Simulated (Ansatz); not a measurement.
1-ethynyl-1-methylcyclopropane (C6H8), SMILES CC1(C#C)CC1.

The structure is a stationary point at ωB97X-D3(BJ)/def2-SVP.

Two levels are set side by side: PBE/def2-SVPD (Ansatz, a quantum-chemistry and plane-wave program) and ωB97X-V/def2-SVPD (Ansatz). Energy differences of separate SCF runs at the same geometry; the states with an electron removed or added have multiplicity 2 and 2. Differences are taken from unrounded values.

| quantity | ωB97X-V |
|---|---|
| vertical ionisation energy (eV) | 9.35 |
| vertical singlet–triplet gap (eV) | 5.69 |

**Question.** What does PBE give, and how far is it from ωB97X-V? (An estimate is asked for; the answer gives what the named calculation found.)

**Answer.** 
| quantity | PBE | PBE minus ωB97X-V |
|---|---|---|
| vertical ionisation energy (eV) | 8.98 | -0.37 |
| vertical singlet–triplet gap (eV) | 5.37 | -0.32 |
